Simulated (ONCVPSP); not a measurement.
**N, ONCV: configuration errors across variants**

```
Element                 : nitrogen (N)
Generator               : ONCVPSP 4.0.1
Type                    : optimised norm-conserving Vanderbilt (ONCV)
Functional              : revPBE
Relativity              : scalar-relativistic
Frozen core             : [He]
Valence charge          : 5
Reference configuration : 2s2 2p2 (charge +1)
Partial waves           : 2s: rc 0.90 bohr, ncon 4, nbas 8, qcut 6.3 1/bohr, 2 projectors, debl 2.6 Ha; 2p: rc 1.40 bohr, ncon 3, nbas 6, qcut 10.5 1/bohr, 3 projectors, debl 1.1 Ha; d scattering state at 0.05 Ha: rc 1.10 bohr, ncon 4, nbas 7, qcut 8.4 1/bohr, 1 projector
Local potential         : polynomial inside 0.90 bohr (lpopt 2, dvloc0 2 Ha)
Core correction         : none
```

All-electron excitation energies from the reference (eV): (1) 2s2 2p3 -13.535; (2) 2s2 2p1 28.785; (3) 2s2 2p0 75.759; (4) 2s0 2p5 9.668.

1 further variants failed, have other tests or too few solved ones, and are left out.

Errors AE − PS in meV (a dash: test not solved or not reliable):

| change | (1) | (2) | (3) | (4) | bound ghosts | GHOST(+) flags above zero |
| --- | --- | --- | --- | --- | --- | --- |
| base | +9.6 | +40 | +321 | +72 | none | none |
| p: nproj 1 | +6.3 | +38 | +321 | +68 | none | none |
| local potential polynomial inside 0.90 bohr (lpopt 2, dvloc0 8.5 Ha) | +9.6 | +40 | +321 | +72 | none | none |

Problem. Give the same row for: s: rc 0.72; local potential polynomial inside 0.72 bohr (lpopt 2, dvloc0 2 Ha).

Solution. +9.0, +39, +316, +60; bound ghosts: none; GHOST(+) flags above zero: s.
